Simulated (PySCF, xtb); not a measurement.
BGeH5O, SMILES B[O][GeH3].

GFN2-xTB (xtb 6.7.1) at its own geometry gives an orbital gap of 5.16 eV and a dipole moment of 1.48 D.

Geometry optimised at PBE0-D3(BJ)/def2-SVP.

### Question
What does r2SCAN/def2-TZVPD run with PySCF give? (Estimate from the structure and the level; the computed values follow.)

### Answer
gap 6.05 eV (levels -6.99 and -0.94 eV), dipole 2.00 D.
